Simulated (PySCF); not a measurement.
## Two-component Hartree-Fock for Nb(4+) (niobium, charge +4)

Start: [Kr] 4d1; 4d3/2 filled at m_j = +3/2. Calculated with PySCF 2.14 in x2c-TZVPPall-2c (8s9p7d2f1g, 93 functions): generalised Hartree-Fock with the X2C-1e Hamiltonian and a Gaussian nucleus; one run each with spin-orbit coupling (SO) switched off, then screened by Boettger's factors.

| spinor shell | electrons | ε, spin-free (eV) | ε, screened SO (eV) | weight of nominal j (screened SO) | rms radius, screened SO (bohr) |
| --- | --- | --- | --- | --- | --- |
| 1s1/2 | 2 | -19134.8 | -19133.8 | 1.000 | 0.0415 |
| 2s1/2 | 2 | -2791.3 | -2791.0 | 1.000 | 0.171 |
| 2p1/2 | 2 | -2491.2 | -2557.3 | 1.000 | 0.149 |
| 3s1/2 | 2 | -537.01 | -536.90 | 1.000 | 0.471 |
| 3p1/2 | 2 | -436.12 | -447.30 | 1.000 | 0.471 |
| 3p3/2 | 4 | -436.12 | -430.78 | 1.000 | 0.481 |
| 3d3/2 | 4 | -271.04 | -272.95 | 0.999 | 0.471 |
| 3d5/2 | 6 | -271.04 | -269.63 | 1.000 | 0.474 |
| 4s1/2 | 2 | -117.90 | -117.86 | 1.000 | 1.22 |
| 4p1/2 | 2 | -87.470 | -89.874 | 0.982 | 1.33 |
| 4p3/2 | 4 | -87.470 | -86.263 | 0.991 | 1.35 |
| 4d3/2 | 1 | -49.986 | -50.111 | 0.993 | 1.73 |

(1) Where does 2p3/2 lie, and what is the 2p spin-orbit splitting (screened SO)?

| quantity | spin-free | screened SO |
| --- | --- | --- |
| E (hartree) | -3814.08376 | -3814.49560 |
| M_J | 3/2 | 3/2 |
| ⟨J²⟩ | 4.795 | 3.789 |
| ⟨L²⟩ | 6.012 | 6.015 |
| ⟨S²⟩ | 0.752 | 0.759 |

Each row is a mean over spinors that exchange with the open shell spreads, by up to 3.727 eV (4p1/2).

Breit and QED terms are absent; they matter most for the inner s and p1/2 levels.

Densities and radii are taken from the X2C orbitals without a picture-change correction, which distorts them close to the nucleus.

Without spin-orbit coupling the j labels of p, d and f shells carry no meaning; the spin-free column gives the mean over the occupied spinors of each nl shell, and its ⟨J²⟩ belongs to a mixture of degenerate components.

Results:

(1) At -2460.0 eV, 97.297 eV above 2p1/2.
